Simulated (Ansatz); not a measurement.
Calculated with Ansatz (gas phase, PBE0-D4/def2-TZVP geometries, no zero-point term in ΔE). CBS: MP2 limit from def2 TZ/QZ plus the TZ coupled-cluster correction, frozen cores. This one scheme is used for every species. DFT in def2-TZVPP. One conformer a species, not always the lowest.

Consider the ligand exchange at a B–Cl bond: `NB(N)Cl` + `O[SiH3]` → `NB(N)O[SiH3]` + HCl.

```json
{"level": "BLYP-D4", "ΔE (kJ/mol)": "-22.8"}
{"level": "B2PLYP", "ΔE (kJ/mol)": "-21.3"}
{"level": "PBE-QIDH", "ΔE (kJ/mol)": "-18.8"}
{"level": "CCSD/CBS(def2)", "ΔE (kJ/mol)": "-24.5"}
```

Question: What does CCSD(T)/CBS give? (An estimate is asked.)

Answer: Computed: -22.9 kJ/mol. The listed levels differ from it by 0.1, 1.6, 4.1, -1.6 kJ/mol.

Largest T1 diagnostic among the species: 0.011.

The D4 term adds −4.1 kJ/mol with B3LYP and −2.6 kJ/mol with PBE0; it sums over pairs of atoms, weighted by their polarisabilities, and B3LYP, whose exchange is more repulsive, gets the larger term. From PBE to PBE0 (25 % exact exchange), in def2-TZVPP and without D4, ΔE moves by −3.4 kJ/mol.

B3LYP here is the variant with VWN-RPA as its local correlation; programs differ in this.
